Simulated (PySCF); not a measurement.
Computed shifts of a molecule C5H3N3, PBE/pcSseg-1 (PySCF), GIAO, gas phase, equivalent atoms averaged, in ppm (number of nuclei): ¹⁵N: 377.5 (1), 376.4 (1), 326.8 (1). ¹³C: 155.6 (1), 150.4 (1), 150.1 (1), 135.9 (1), 121.4 (1). ¹H: 9.14 (1), 8.87 (1), 8.87 (1). References: ¹⁵N against NH3 (σ = 267.0 ppm); ¹³C against TMS (σ = 182.0 ppm); ¹H against TMS (σ = 31.49 ppm), references at their B3LYP-D3(BJ)/def2-TZVP geometries, non-relativistic. Geometry: PBE0-D3(BJ)/def2-SVP. One conformer was computed; it need not be the lowest.

Q: Identify the compound among the candidates.
A. N#Cc1ncccn1
B. N#Cc1cncnc1
C. N#Cc1cnccn1
D. N#Cc1ccncn1

A: C, N#Cc1cnccn1
